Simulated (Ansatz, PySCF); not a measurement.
C₂H₄FNOSi, SMILES N#C[C@@H](F)[SiH2]O. Atoms are numbered in the order given.

```xyz
10

N      2.6867     0.6962     0.7428
C      1.7761     0.2624     0.1771
C      0.5687    -0.2398    -0.4877
F      0.4353    -1.6104    -0.2867
Si    -1.0099     0.5844     0.2262
O     -2.3236    -0.0148    -0.5908
H      0.6576    -0.0522    -1.5717
H     -1.0297     0.2534     1.6758
H     -0.9424     2.0413    -0.0302
H     -2.5549    -0.9388    -0.4483
```
Charge 0, spin multiplicity 1.

The structure is a stationary point at ωB97X-D3(BJ)/def2-SVP. The structure was generated by enumeration; whether it is a known compound was not checked. The values are those of a single conformer.

Two levels are set side by side: PBE-D3(BJ)/def2-SVP (Ansatz, a program for electronic structure) and ωB97X-D3(BJ)/def2-SVP (PySCF). Each level has its own optimised geometry; the coordinates shown are those of the second. Frequencies come from the Hessian of PySCF at each geometry. Differences are taken from unrounded values.

```json
[
 {"quantity": "mean bond length (Å)", "ωB97X-D3(BJ)": "1.403"},
 {"quantity": "bond N1–C2 (Å)", "ωB97X-D3(BJ)": "1.156"},
 {"quantity": "bond C2–C3 (Å)", "ωB97X-D3(BJ)": "1.467"},
 {"quantity": "bond C3–F4 (Å)", "ωB97X-D3(BJ)": "1.392"},
 {"quantity": "bond C3–Si5 (Å)", "ωB97X-D3(BJ)": "1.919"},
 {"quantity": "bond Si5–O6 (Å)", "ωB97X-D3(BJ)": "1.659"},
 {"quantity": "bond C3–H7 (Å)", "ωB97X-D3(BJ)": "1.104"},
 {"quantity": "bond Si5–H8 (Å)", "ωB97X-D3(BJ)": "1.487"},
 {"quantity": "bond Si5–H9 (Å)", "ωB97X-D3(BJ)": "1.481"},
 {"quantity": "bond O6–H10 (Å)", "ωB97X-D3(BJ)": "0.963"},
 {"quantity": "highest harmonic wavenumber (cm⁻¹)", "ωB97X-D3(BJ)": "3931"},
 {"quantity": "mean harmonic wavenumber (cm⁻¹)", "ωB97X-D3(BJ)": "1107"},
 {"quantity": "zero-point energy (kcal/mol)", "ωB97X-D3(BJ)": "37.98"}
]
```

Question: What does PBE-D3(BJ) give, and how far is it from ωB97X-D3(BJ)? (An estimate is asked for; the answer gives what the named calculation found.)

Answer: 
```tsv
quantity	PBE-D3(BJ)	PBE-D3(BJ) minus ωB97X-D3(BJ)
mean bond length (Å)	1.414	0.011
bond N1–C2 (Å)	1.173	0.016
bond C2–C3 (Å)	1.458	-0.009
bond C3–F4 (Å)	1.404	0.013
bond C3–Si5 (Å)	1.937	0.018
bond Si5–O6 (Å)	1.674	0.015
bond C3–H7 (Å)	1.114	0.010
bond Si5–H8 (Å)	1.502	0.014
bond Si5–H9 (Å)	1.494	0.013
bond O6–H10 (Å)	0.974	0.011
highest harmonic wavenumber (cm⁻¹)	3759	-172
mean harmonic wavenumber (cm⁻¹)	1054	-53
zero-point energy (kcal/mol)	36.16	-1.82
```

GGA bonds tend to be longer and softer than those of functionals with exact exchange. Differences between two approximate levels are no errors against the true value.
